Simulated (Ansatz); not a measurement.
Born–Oppenheimer molecular dynamics of CH₄ClNSi (8 atoms, charge 0, multiplicity 1). It goes on from the last frame of an earlier run, with new velocities.

Level of theory: RKS PBE0/cc-pVDZ (Ansatz 0.2.0).

```yaml
ensemble: NVT, Langevin thermostat
time_step: 1 fs
steps_asked: 100
set_temperature: 500 K
friction: 0.05 /fs
temperature_schedule: 25 steps to 500 K, then 75 steps to 125 K
seed: 134496
```

First frame:

```xyz
8
Properties=species:S:1:pos:R:3
N -0.055 1.244 -1.013
C -0.465 0.092 -0.576
Si 0.672 -0.677 0.825
Cl -1.935 -0.779 -1.273
H -0.563 1.850 -1.669
H 0.004 -1.822 1.722
H 1.338 0.668 1.325
H 1.729 -1.401 0.042
```

Question: How far do the bonds stretch over the last three quarters of this one trajectory? (Pairs bonded in most of those frames.)

Answer: 
```tsv
bond	mean (Å)	spread (Å)	shortest	longest
N1–C2	1.260	0.034	1.20	1.31
N1–H5	1.030	0.020	0.99	1.09
C2–Si3	1.935	0.039	1.86	1.99
C2–Cl4	1.803	0.036	1.75	1.86
Si3–H6	1.497	0.022	1.45	1.55
Si3–H7	1.499	0.040	1.39	1.58
Si3–H8	1.506	0.036	1.45	1.57
```

Mean temperature of the second half: 316 K. The schedule's set-point averaged 250 K over the second half and the system 316 K, so it lags behind the ramp. A run of 0.1 ps of so small a system gives no equilibrium averages.

Run time: 5.1 min on 1 thread of Intel(R) Xeon(R) Platinum 8259CL CPU @ 2.50GHz (Skylake/Cascade Lake), on a shared host, peak memory 0.17 GiB.
